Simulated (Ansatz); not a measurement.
Stepwise reaction of `[SiH3]C[SiH](Cl)Cl` with hydrogen fluoride, as a gas-phase model of exchange steps in deposition or etching. ΔE in kJ/mol.

Calculated with Ansatz (gas phase, PBE0-D4/def2-TZVP geometries, no zero-point term in ΔE). CCSD(T)/CBS adds triple-zeta CCSD(T) − MP2 to the extrapolated MP2 energy (def2 sets, frozen cores). This one scheme is used for every species. Functionals use def2-TZVPP. B3LYP here is the variant with VWN-RPA as its local correlation; programs differ in this. Each species was taken in one conformer, which may not be the lowest.

| step | reaction | PBE-D4 | B3LYP-D4 | ωB97M-V | CCSD(T)/CBS |
| --- | --- | --- | --- | --- | --- |
| 1 | `[SiH3]C[SiH](Cl)Cl` + H–F → `F[SiH](Cl)C[SiH3]` + HCl | -34.9 | -44.4 | -43.1 | -39.7 |
| 2 | `F[SiH](Cl)C[SiH3]` + H–F → `F[SiH](F)C[SiH3]` + HCl | -39.7 | -50.0 | -48.1 | -45.9 |

Q: By hand: ΔE of the 2 steps together at CCSD(T)/CBS.

A: (-39.7) + (-45.9) = -85.6 kJ/mol, or -42.8 kJ/mol a step.

In ΔE each step is lower than the one before. All are downhill at CCSD(T)/CBS. PBE-D4 differs from CCSD(T)/CBS by 4.8 to 6.2 kJ/mol a step. Only this route is followed, and other bonds may react first. Isolated molecules leave out the surface, adducts and barriers. Largest T1 diagnostic: 0.011.
